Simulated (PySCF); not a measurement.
F₂Hf, SMILES [F][Hf][F], multiplicity 1. The structure is a stationary point at r2SCAN-D4/def2-TZVP. The spin state was assumed, not searched. The def2 effective core potentials stand for the cores of Hf; spin–orbit coupling is left out.

Computed equilibrium geometry at r2SCAN-D4/def2-TZVP (PySCF confirms it by a frequency run) as Cartesian coordinates in Å, and its point group:
point group C2v.
```xyz
3

Hf     0.0000     0.0000    -0.1976
F      0.0000     1.5899     0.7905
F      0.0000    -1.5899     0.7905
```
Charge 0, spin multiplicity 1.
